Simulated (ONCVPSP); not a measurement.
# Varying the ONCV potential for Ce

Base potential:

- Element: cerium
- Generator: ONCVPSP 4.0.1
- Type: optimised norm-conserving Vanderbilt (ONCV)
- Functional: LDA (Perdew-Wang 92)
- Relativity: scalar-relativistic
- Frozen core: [Kr]
- Valence charge: 22
- Reference configuration: 4d10 4f0.5 5s2 5p6 5d1.5 6s2
- Partial waves: 5s+6s: rc 2.80 bohr, ncon 5, nbas 8, qcut 3.5 1/bohr, 2 projectors; 5p: rc 2.05 bohr, ncon 4, nbas 9, qcut 5.8 1/bohr, 2 projectors, debl 1.9 Ha; 4d+5d: rc 1.40 bohr, ncon 3, nbas 8, qcut 11 1/bohr, 3 projectors, debl 3.9 Ha; 4f: rc 1.30 bohr, ncon 3, nbas 7, qcut 12.1 1/bohr, 2 projectors, debl 1.3 Ha
- Local potential: polynomial inside 1.05 bohr (lpopt 4, dvloc0 6 Ha)
- Core correction: none

All-electron outer shells of the reference configuration (LDA (PZ), scalar-relativistic, ld1.x):

```csv
shell,level (eV),outermost node (bohr),outermost maximum (bohr)
4p,-214.58,0.33,0.62
4d,-114.17,0.31,0.66
5s,-42.39,0.75,1.35
5p,-24.59,0.80,1.53
4f,-8.55,–,0.70
6s,-4.03,1.79,3.63
5d,-3.69,0.91,2.12
```

Cutoffs, loose and tight: the cutoffs (Ha) at which the residual kinetic energy of the hardest occupied pseudo-wave falls to 1 and 0.1 mHa per electron. They do not see the model core or the augmentation charge, which bear on the density cutoff. Test errors are all-electron minus pseudo excitation energies from the reference, over the configurations 4d10 4f1 5s2 5p6 5d1 6s2; 4d10 4f1 5s2 5p6 5d1 6s1; 4d10 4f1 5s2 5p6 5d1 6s0; 4d10 4f1 5s2 5p6 5d0 6s2 6p1. A dash means not determined; rows that change the core or the reference have their own tests. The largest error is taken over the tests solved by every variant that gives reliable tests at all: 4d10 4f1 5s2 5p6 5d1 6s0; 4d10 4f1 5s2 5p6 5d1 6s1; 4d10 4f1 5s2 5p6 5d1 6s2.

A true bound ghost makes a file unfit for plane-wave use even where its test errors are small: the radial tests pick states by their node count and pass the ghost by.

```csv
change,outcome,"cutoff, loose","cutoff, tight",bound ghosts,GHOST(+) flags above zero,largest test error (meV)
base,generated,63 Ha,70 Ha,none,"s, p",+73
p: qcut 8,generated,63 Ha,70 Ha,none,"s, p",+69
d: rc 1.92,generated,63 Ha,70 Ha,none,"s, p",+75
f: rc 1.94,generated,49 Ha,54 Ha,none,"s, p",+142
"local potential polynomial inside 1.05 bohr (lpopt 4, dvloc0 9.5 Ha)",generated,63 Ha,70 Ha,none,s,+72
functional PBE,generated,63 Ha,70 Ha,none,"s, p",+69
"s: ncon 4, nbas 7",generated,63 Ha,70 Ha,none,"s, p",+81
p: qcut 3.4,generated,63 Ha,70 Ha,none,s,+81
"core correction Teter function, fcfact 5.75, rcfact 1.3",generated,63 Ha,70 Ha,none,"s, p",+70
"all radii scaled by about 1.08 (s 3.02, p 2.22, d 1.52, f 1.40 bohr); local potential polynomial inside 1.14 bohr (lpopt 4, dvloc0 6 Ha)",generated,60 Ha,66 Ha,none,s,+88
```

**Question.** What comes out with this change to the base: s: qcut 4.5; p: qcut 7.5; d: qcut 14.2; f: qcut 15.7?

**Answer.** outcome: generated; cutoff, loose: 85 Ha; cutoff, tight: 96 Ha; bound ghosts: none; GHOST(+) flags above zero: s, p; largest test error (meV): +34.

**Question.** What comes out with this change to the base: local potential polynomial inside 0.80 bohr (lpopt 5, dvloc0 0 Ha)?

**Answer.** outcome: generated; cutoff, loose: 63 Ha; cutoff, tight: 70 Ha; bound ghosts: s, p; GHOST(+) flags above zero: s; largest test error (meV): +72.
